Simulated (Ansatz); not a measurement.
Isolated molecules relaxed with PBE0-D4/def2-TZVP in Ansatz; ΔE leaves out vibrations. CCSD(T)/CBS is the MP2 limit (def2-TZVPP, def2-QZVPP) plus CCSD(T) − MP2 in def2-TZVPP, frozen cores. This one scheme is used for every species. Functionals use def2-TZVPP. B3LYP here is the variant with VWN-RPA as its local correlation; programs differ in this. One conformer a species, not always the lowest.

Consider the formal exchange of groups at the Si–N bond: `C[SiH](F)N[SiH2]O` + `NCCO` → `C[SiH](F)CN` + `OCN[SiH2]O`.

(1) Is it downhill or uphill in electronic energy at CCSD(T)/CBS, and by how much? (Estimate.)

(2) What do these levels give: r2SCAN-D4, B3LYP-D4, ωB97X-V, B2PLYP, r2SCAN, B3LYP, HF/def2-TZVPP, SCS-MP2/def2-TZVPP, CCSD/def2-TZVPP, HF/def2-QZVPP, SCS-MP2/def2-QZVPP, CCSD/CBS(def2)? (An estimate is asked.)

Largest T1 diagnostic among the species: 0.011.

## Answers

(1) Ansatz gave: Uphill: ΔE = +111.0 kJ/mol.

(2) Ansatz gave: r2SCAN-D4 106.1, B3LYP-D4 105.1, ωB97X-V 104.4, B2PLYP 106.9, r2SCAN 105.7, B3LYP 102.7, HF/def2-TZVPP 116.3, SCS-MP2/def2-TZVPP 111.4, CCSD/def2-TZVPP 110.4, HF/def2-QZVPP 117.6, SCS-MP2/def2-QZVPP 113.1, CCSD/CBS(def2) 112.5 kJ/mol.

In def2-TZVPP, CCSD(T) changes the Hartree–Fock value by −7.4 kJ/mol (the triples alone add −1.5 kJ/mol) and MP2 by −4.5 kJ/mol. From PBE to PBE0 (25 % exact exchange), in def2-TZVPP and without D4, ΔE moves by +6.5 kJ/mol.
